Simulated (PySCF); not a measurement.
The Y–H bond energy of YH₃

These are results of PBE0 in PySCF with Y def2-TZVP with ECP28, H def2-TZVP; scalar-relativistic core potentials, no spin–orbit coupling; density-fitted integrals, not measurements.

Each entry is the lowest minimum that a search over a few typed start shapes (and spin states, where more than one is plausible) found, or that minimum re-optimised at the stated level; isomers with ligand–ligand bonds, or fragments after loss of a ligand pair, can lie lower.

Total energies (Eh), which compare only within these settings: H atom -0.50106.

```tsv
species	2S+1	group	E (Eh)	ZPE (kJ/mol)
YH₂	2	C2v	-39.41300	20.6
YH₃	1	C3v	-40.02437	34.5
```

(1) What are De and D0 for YH₃ → YH₂ + H?

Results:

(1) De = [(-39.41300) + (-0.50106) − (-40.02437)] × 2625.5 = 290 kJ/mol. The zero-point energy changes by -13.8 kJ/mol, so D0 = 276 kJ/mol.

Atoms and open shells are unrestricted, without spin–orbit or basis-set superposition corrections.

One determinant describes each species, so states of open d or f shells may be missed.
